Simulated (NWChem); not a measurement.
System: C2H2F4; SMILES FC(F)C(F)F

NWChem printed, in part:

```
             Northwest Computational Chemistry Package (NWChem) 7.3.0
             --------------------------------------------------------

 C1  symmetry detected

                             Geometry "geometry" -> ""
                             -------------------------

 Output coordinates in angstroms (scale by  1.889725989 to convert to a.u.)

  No.       Tag          Charge          X              Y              Z
 ---- ---------------- ---------- -------------- -------------- --------------
    1 F                    9.0000     1.09230058    -1.35663349     0.06911411
    2 C                    6.0000    -0.00002032    -0.68474772    -0.32973608
    3 F                    9.0000    -1.09226942    -1.35666447     0.06930397
    4 C                    6.0000    -0.00002008     0.68474772     0.32973612
    5 F                    9.0000    -1.09226998     1.35666383    -0.06930386
    6 F                    9.0000     1.09230002     1.35663413    -0.06911414
    7 H                    1.0000    -0.00015435    -0.59521059    -1.43060877
    8 H                    1.0000    -0.00015405     0.59521059     1.43060781

 Effective nuclear repulsion energy (a.u.)     267.6994616085

                                 NWChem DFT Module
                                 -----------------

 Summary of "ao basis" -> "ao basis" (spherical)
 ------------------------------------------------------------------------------
       Tag                 Description            Shells   Functions and Types
 ---------------- ------------------------------  ------  ---------------------
 F                           6-31g*                  6       14   3s2p1d
 C                           6-31g*                  6       14   3s2p1d
 H                           6-31g*                  2        2   2s

            General Information
            -------------------
          SCF calculation type: DFT
          Wavefunction type:  closed shell.
          No. of atoms     :     8
          No. of electrons :    50
           Alpha electrons :    25
            Beta electrons :    25
          Charge           :     0
          Spin multiplicity:     1
          Use of symmetry is: off; symmetry adaption is: off
          Maximum number of iterations: 150
          AO basis - number of functions:    88
                     number of shells:    40
          Convergence on energy requested:  1.00D-06
          Convergence on density requested:  1.00D-05
          Convergence on gradient requested:  5.00D-04

              XC Information
              --------------
                         PBE0 Method XC Functional
                     Hartree-Fock (Exact) Exchange  0.250
          PerdewBurkeErnzerhof Exchange Functional  0.750
            Perdew 1991 LDA Correlation Functional  1.000 local
           PerdewBurkeErnz. Correlation Functional  1.000 non-local

             Grid Information
             ----------------
          Grid used for XC integration:  medium
          Radial quadrature: Mura-Knowles
          Angular quadrature: Lebedev.
          Tag              B.-S. Rad. Rad. Pts. Rad. Cut. Ang. Pts.
          ---              ---------- --------- --------- ---------
          F                   0.50       49           8.0       434
          C                   0.70       49           7.0       434
          H                   0.35       45           8.0       434
          Grid pruning is: on
          Number of quadrature shells:   384
          Spatial weights used:  Erf1

      Superposition of Atomic Density Guess
      -------------------------------------

 Sum of atomic energies:        -473.80630147

      Non-variational initial energy
      ------------------------------

 Total energy =    -475.712386
 1-e energy   =   -1192.521567
 2-e energy   =     449.109719
 HOMO         =      -0.311582
 LUMO         =       0.184719

     ---------------------------------------------
      Total Density - Mulliken Population Analysis
     ---------------------------------------------

    Atom       Charge   Shell Charges
 -----------   ------   -------------------------------------------------------
    1 F    9     9.49   2.00  0.94  3.41  1.01  2.11  0.01
    2 C    6     5.13   2.00  0.67  1.46  0.42  0.49  0.09
    3 F    9     9.49   2.00  0.94  3.41  1.01  2.11  0.01
    4 C    6     5.13   2.00  0.67  1.46  0.42  0.49  0.09
    5 F    9     9.49   2.00  0.94  3.41  1.01  2.11  0.01
    6 F    9     9.49   2.00  0.94  3.41  1.01  2.11  0.01
    7 H    1     0.90   0.50  0.40
    8 H    1     0.90   0.50  0.40

   convergence    iter        energy       DeltaE   RMS-Dens  Diis-err
 ---------------- ----- ----------------- --------- --------- ---------
 d= 0,ls=0.0,diis     1   -476.1117219604 -7.44D+02  1.74D-02  1.74D+00
 d= 0,ls=0.0,diis     2   -475.9931554486  1.19D-01  9.35D-03  3.48D+00
 d= 0,ls=0.0,diis     3   -476.2954014833 -3.02D-01  1.13D-03  2.45D-02
 d= 0,ls=0.0,diis     4   -476.2969824101 -1.58D-03  3.94D-04  3.38D-03
 d= 0,ls=0.0,diis     5   -476.2972830924 -3.01D-04  3.39D-05  1.60D-05
  Resetting Diis
 d= 0,ls=0.0,diis     6   -476.2972849585 -1.87D-06  4.51D-06  2.01D-07
 d= 0,ls=0.0,diis     7   -476.2972849841 -2.56D-08  9.70D-07  5.65D-09

         Total DFT energy =     -476.297284984109
      One electron energy =    -1193.451175685881
           Coulomb energy =      502.543530329074
    Exchange-Corr. energy =      -53.089101235771
 Nuclear repulsion energy =      267.699461608469

 Numeric. integr. density =       49.999999256768

                       DFT Final Molecular Orbital Analysis
                       ------------------------------------

 Vector   23  Occ=2.000000D+00  E=-4.184492D-01
              MO Center= -7.9D-05,  3.4D-06, -1.2D-07, r^2= 3.4D+00
   Bfn.  Coefficient  Atom+Function         Bfn.  Coefficient  Atom+Function
  ----- ------------  ---------------      ----- ------------  ---------------
     3      0.257520  1 F  px                31      0.257550  3 F  px
    59     -0.257551  5 F  px                73     -0.257521  6 F  px
     4      0.230592  1 F  py                32     -0.230603  3 F  py
    60     -0.230604  5 F  py                74      0.230591  6 F  py
     7      0.176573  1 F  px                35      0.176595  3 F  px

 Vector   24  Occ=2.000000D+00  E=-4.049654D-01
              MO Center= -1.9D-04, -2.4D-07, -6.7D-07, r^2= 3.1D+00
   Bfn.  Coefficient  Atom+Function         Bfn.  Coefficient  Atom+Function
  ----- ------------  ---------------      ----- ------------  ---------------
     5      0.295039  1 F  pz                33      0.295104  3 F  pz
    61      0.295105  5 F  pz                75      0.295038  6 F  pz
    20      0.214347  2 C  s                 48     -0.214346  4 C  s
     9      0.211586  1 F  pz                37      0.211630  3 F  pz
    65      0.211631  5 F  pz                79      0.211585  6 F  pz

 Vector   25  Occ=2.000000D+00  E=-3.429689D-01
              MO Center= -2.2D-05, -4.0D-07, -5.2D-07, r^2= 2.6D+00
   Bfn.  Coefficient  Atom+Function         Bfn.  Coefficient  Atom+Function
  ----- ------------  ---------------      ----- ------------  ---------------
    19      0.228207  2 C  pz                47     -0.228207  4 C  pz
    18      0.226881  2 C  py                46     -0.226881  4 C  py
    86     -0.205542  7 H  s                 88     -0.205542  8 H  s
     5     -0.196060  1 F  pz                33     -0.196058  3 F  pz
    61      0.196058  5 F  pz                75      0.196060  6 F  pz

 Vector   26  Occ=0.000000D+00  E= 1.000154D-01
              MO Center=  9.7D-06,  3.9D-08,  4.0D-08, r^2= 2.2D+00
   Bfn.  Coefficient  Atom+Function         Bfn.  Coefficient  Atom+Function
  ----- ------------  ---------------      ----- ------------  ---------------
    21      0.576247  2 C  px                49      0.576247  4 C  px
    17      0.374044  2 C  px                45      0.374044  4 C  px
     6     -0.343043  1 F  s                 34      0.342986  3 F  s
    62      0.342999  5 F  s                 76     -0.343030  6 F  s
     8     -0.210037  1 F  py                36      0.210035  3 F  py

 Vector   27  Occ=0.000000D+00  E= 1.019067D-01
              MO Center= -1.2D-04, -1.7D-06, -5.2D-06, r^2= 3.7D+00
   Bfn.  Coefficient  Atom+Function         Bfn.  Coefficient  Atom+Function
  ----- ------------  ---------------      ----- ------------  ---------------
    86      1.025290  7 H  s                 88     -1.025285  8 H  s
    20     -0.899495  2 C  s                 48      0.899492  4 C  s
    22     -0.672816  2 C  py                50     -0.672816  4 C  py
    23      0.377731  2 C  pz                51      0.377727  4 C  pz
    19      0.241086  2 C  pz                47      0.241084  4 C  pz

 Vector   28  Occ=0.000000D+00  E= 1.423495D-01
              MO Center= -1.6D-04, -2.2D-06, -5.4D-06, r^2= 4.5D+00
   Bfn.  Coefficient  Atom+Function         Bfn.  Coefficient  Atom+Function
  ----- ------------  ---------------      ----- ------------  ---------------
    86      1.462512  7 H  s                 88      1.462511  8 H  s
    20     -1.015712  2 C  s                 48     -1.015712  4 C  s
    23      0.857580  2 C  pz                51     -0.857580  4 C  pz
    19      0.267542  2 C  pz                47     -0.267542  4 C  pz
    16     -0.155980  2 C  s                 44     -0.155978  4 C  s

     ---------------------------------------------
      Total Density - Mulliken Population Analysis
     ---------------------------------------------

    Atom       Charge   Shell Charges
 -----------   ------   -------------------------------------------------------
    1 F    9     9.31   2.00  0.93  3.30  1.04  2.02  0.02
    2 C    6     5.55   2.00  0.70  1.92  0.35  0.47  0.12
    3 F    9     9.31   2.00  0.93  3.30  1.04  2.02  0.02
    4 C    6     5.55   2.00  0.70  1.92  0.35  0.47  0.12
    5 F    9     9.31   2.00  0.93  3.30  1.04  2.02  0.02
    6 F    9     9.31   2.00  0.93  3.30  1.04  2.02  0.02
    7 H    1     0.83   0.53  0.30
    8 H    1     0.83   0.53  0.30

     -------------------------------------------
      Total Density - Lowdin Population Analysis
     -------------------------------------------

    Atom       Charge   Shell Charges
 -----------   ------   -------------------------------------------------------
    1 F    9     9.11   1.99  0.93  3.18  0.82  2.16  0.04
    2 C    6     5.90   1.98  0.53  1.72  0.40  0.99  0.28
    3 F    9     9.11   1.99  0.93  3.18  0.82  2.16  0.04
    4 C    6     5.90   1.98  0.53  1.72  0.40  0.99  0.28
    5 F    9     9.11   1.99  0.93  3.18  0.82  2.16  0.04
    6 F    9     9.11   1.99  0.93  3.18  0.82  2.16  0.04
    7 H    1     0.87   0.51  0.37
    8 H    1     0.87   0.51  0.37

     Multipole analysis of the density
     ---------------------------------

     L   x y z        total         alpha         beta         nuclear
     -   - - -        -----         -----         ----         -------
     0   0 0 0     -0.000000    -25.000000    -25.000000     50.000000

     1   1 0 0     -0.000031     -0.000015     -0.000015      0.000000
     1   0 1 0      0.000000      0.000000      0.000000      0.000000
     1   0 0 1      0.000000      0.000000      0.000000     -0.000000

     2   2 0 0    -25.224598    -89.302896    -89.302896    153.381193
     2   1 1 0      0.000004      0.000002      0.000002      0.000001
     2   1 0 1     -0.000000     -0.000000     -0.000000      0.000001
     2   0 2 0    -25.441283   -142.337736   -142.337736    259.234190
     2   0 1 1      1.108073     -1.289230     -1.289230      3.686532
     2   0 0 2    -20.573960    -20.233157    -20.233157     19.892354
```

Level: PBE0/6-31G* (spherical d). Structure relaxed at the PBE0/def2-SVP level.

**Question.** Write an input that gives this output.

**Answer.** Several could match; the one computed here: the input that was run:
```
start job
memory heap 200 mb stack 900 mb global 1100 mb
geometry units angstroms noautoz
  F      1.092274    -1.356110     0.078717
  C     -0.000047    -0.687065    -0.324880
  F     -1.092296    -1.356140     0.078907
  C     -0.000047     0.687065     0.324880
  F     -1.092297     1.356139    -0.078907
  F      1.092273     1.356111    -0.078717
  H     -0.000181    -0.605324    -1.426359
  H     -0.000181     0.605324     1.426358
end
basis spherical
  F library 6-31g*
  C library 6-31g*
  H library 6-31g*
end
dft
  xc pbe0
  iterations 150
  mulliken
end
task dft energy
```
